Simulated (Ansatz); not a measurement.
Saddle point of SiNH8ClO, closed shell (SiH₃Cl ([SiH3][Cl]) + H₂O + NH₃ → SiNH₄Cl ([NH2][SiH2][Cl]) + H₂O + H₂; bonds formed: Si1–N7, H2–H8, H6–O9; bonds broken: Si1–H2, H6–N7, H8–O9), PBE0-D4/def2-TZVP structure:

Si1  (-1.005, -0.088, -0.671)
H2  (0.194, -1.349, -0.389)
H3  (-1.114, -0.748, -2.000)
H4  (-2.002, 1.028, -0.830)
Cl5  (-1.939, -0.871, 1.043)
H6  (1.017, 0.393, 0.691)
N7  (0.421, 1.017, -0.335)
H8  (0.798, -1.139, 0.442)
O9  (1.423, -0.543, 1.261)
H10  (1.119, 0.969, -1.072)
H11  (0.137, 1.985, -0.232)
H12  (0.950, -0.655, 2.093)
(Å)

Energies are electronic, without zero-point energy. Barriers and step energies count from the start structure reached by relaxing down the imaginary mode; all methods use the PBE0-D4 structures, on which another method's saddle can fall below an end. Ansatz 0.2.0; basis: def2-TZVPP, with def2-QZVPP for the basis limit; cores frozen in the correlated methods. B3LYP uses VWN-RPA correlation. Extrapolation: Hartree–Fock as exp(−7.88 √X), correlation as X^−2.97.

```tsv
method	barrier (kJ/mol)	step energy (kJ/mol)
SPW92	85.4	6.9
PBE-D4	131.1	-6.9
BLYP-D4	?	-19.8
r2SCAN-D4	140.7	-12.7
B97M-V	158.9	-11.0
PBE0-D4	?	-5.6
B3LYP-D4	164.1	-17.3
r2SCAN0-D4	157.5	-10.4
BHLYP-D4	190.1	-15.8
CAM-B3LYP-D4	167.7	-15.9
wB97X-V	173.4	-11.8
wB97M-V	173.0	-11.7
B2PLYP	175.0	-15.9
PBE-QIDH	?	-7.5
RPA on PBE	180.4	-10.0
HF	258.9	-22.1
MP2	169.9	-16.2
CCSD	193.4	-11.4
CCSD(T)	179.8	-11.3
```

(1) Fill in the withheld barriers. (An estimate is asked for; the value comes from the calculation.)

T1 diagnostic: at most 0.011.

Answers

(1) Computed: BLYP-D4 148.7; PBE0-D4 152.0; PBE-QIDH 168.5 kJ/mol. Each is the energy of the saddle less that of the start structure, by the same method.

For comparison, the barrier by CCSD(T) at an estimated basis limit (MP2 extrapolated from triple and quadruple zeta, plus CCSD(T) − MP2 in triple zeta) is 177.8 kJ/mol.

Labels in which every atom is bracketed show which atoms are joined, not bond orders.

For scale, one of the runs: CCSD(T)/def2-TZVPP, 258 basis functions, launched by `ansatz run in.yaml --threads 4 --pin off --events-out ev --progress --plain --max-ram 9574MiB`. Hardware: 4 CPU threads of an Arm Neoverse V1, shared host. Wall time 2.9 min; peak host memory 5.8 GiB.
